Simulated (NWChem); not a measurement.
System: CH5BFN; SMILES N(BF)C

The following NWChem deck was run.

```
start job
memory heap 200 mb stack 900 mb global 1100 mb
geometry units angstroms
  B     -0.450152    -0.691123     0.000000
  F      0.109401    -1.914141     0.000000
  H     -1.642271    -0.593624     0.000000
  N      0.370209     0.438351     0.000000
  C     -0.069302     1.823511     0.000000
  H      1.375804     0.307261     0.000000
  H      0.284619     2.362523    -0.888572
  H      0.284619     2.362523     0.888572
  H     -1.161864     1.850434     0.000000
end
basis spherical
  * library sto-3g
end
dft
  xc hfexch
  iterations 150
end
driver
  maxiter 120
end
task dft optimize
task dft freq
```

The level has its own optimisation; frequencies are unscaled.

Question: What results follow from this input? (Hartree-Fock/STO-3G.) Quantities: r B–F (Å); r B–H (Å); r B–N (Å); r C–N (Å); highest harmonic frequency (cm⁻¹); lowest (cm⁻¹); zero-point energy (kcal/mol); dipole (D).

Answer: 
```yaml
r B–F (Å): 1.313
r B–H (Å): 1.165
r B–N (Å): 1.393
r C–N (Å): 1.467
highest harmonic frequency (cm⁻¹): 4093
lowest (cm⁻¹): 149
zero-point energy (kcal/mol): 52.4
dipole (D): 1.68
```
